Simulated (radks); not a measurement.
Ho II, 66 electrons, occupied as [Xe] 4f11 6s1.

All-electron calculation, Dirac Kohn-Sham, PBE, spin-unpolarised, spherical densities, point nucleus; open shells fill j = l - 1/2 first. Program: a radial shooting solver on a logarithmic mesh with Libxc functionals.

Energy parts (eV):
total: -343632.81
kinetic: 378175.11
electron-nucleus: -848444.01
Hartree: 134028.48
exchange-correlation: -7392.39

Orbitals (lengths in bohr, moments of r in powers of bohr):
orbital,occ.,eigenvalue (eV),<1/r>,small-component weight
1s1/2,2,-55443.25,76.08,6.28e-02
2s1/2,2,-9273.662,18.26,1.40e-02
2p1/2,2,-8825.946,18.23,1.40e-02
2p3/2,4,-7968.955,15.88,1.29e-02
3s1/2,2,-2075.984,6.676,4.48e-03
3p1/2,2,-1880.287,6.590,4.43e-03
3p3/2,4,-1701.285,5.993,4.11e-03
3d3/2,4,-1366.135,5.876,3.99e-03
3d5/2,6,-1327.030,5.730,3.90e-03
4s1/2,2,-415.1564,2.791,1.44e-03
4p1/2,2,-337.4818,2.682,1.36e-03
4p3/2,4,-297.3539,2.476,1.24e-03
4d3/2,4,-169.5873,2.254,1.06e-03
4d5/2,6,-162.3092,2.204,1.03e-03
4f5/2,6,-10.0978,1.613,6.03e-04
4f7/2,5,-9.1222,1.585,5.87e-04
5s1/2,2,-56.8256,1.043,2.90e-04
5p1/2,2,-35.9623,0.9131,2.26e-04
5p3/2,4,-30.9517,0.8397,1.96e-04
6s1/2,1,-8.9478,0.3420,3.52e-05

The highest occupied level is 6s1/2 at -8.948 eV. The density falls to 0.001 e/bohr^3 at r = 4.40 bohr.
